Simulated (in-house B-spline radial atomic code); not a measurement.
## LDA exchange-only excitations of the oxygen ion O⁶⁺

Method: LDA exchange-only. Computed with an all-electron radial atomic-structure program (B-spline basis): linear response of the closed shell 1s2 with the functional's adiabatic kernel; scalar-relativistic (spin-free one-electron X2C), finite nucleus, no spin-orbit coupling, no double excitations, S, P, D and F terms only.

Command:
```bash
python run_td.py task.json out
```
Settings (radii: box in bohr, nucleus in fm):
```
Z                        8
electrons                2
configuration            1s2
hamiltonian              x2c
method                   lda,
box_radius               14.35
rms_radius               2.6991
intervals                72
```

Cost of the run: 0.1 s on 1 thread of Intel(R) Xeon(R) Platinum 8488C (Sapphire Rapids) (shared host).

The lowest states, in the order of their Tamm-Dancoff energies; the method's threshold (minus the highest occupied level) is 684.95 eV. Labels give the largest channel, * marks a mixed state, and oscillator strengths are full-response dipole values. Semilocal kernels can invert the small singlet-triplet splittings of Rydberg terms. Energies in eV:

```
     state  full response  Tamm-Dancoff  oscillator strength
1s → 2s 3S         538.91        538.94                    -
1s → 2s 1S              ?             ?                    -
1s → 2p 3P         547.74        547.77                    -
1s → 2p 1P         552.80        552.83                 0.62
1s → 3s 3S              ?             ?                    -
1s → 3s 1S         626.15        626.18                    -
1s → 3p 3P         627.01        627.01                    -
1s → 3p 1P         628.28        628.29                0.126
1s → 3d 3D         629.62        629.62                    -
1s → 3d 1D         629.66        629.66                    -
```

Task: Where does 1s → 2s 1S lie?

Result: At 546.29 eV in full response, 546.39 eV in Tamm-Dancoff.

Task: Where does 1s → 3s 3S lie?

Result: At 624.34 eV in full response, 624.35 eV in Tamm-Dancoff.

Task: How large is the singlet-triplet splitting of 1s → 2s (S terms) in Tamm-Dancoff?

Result: 7.45 eV, from the unrounded values.

Task: What polarisabilities and dispersion coefficient does the method give?

Result: Dipole 0.002758 bohr³, quadrupole 0.0001763 bohr⁵, C6 0.0001371 hartree·bohr⁶ for two such species.
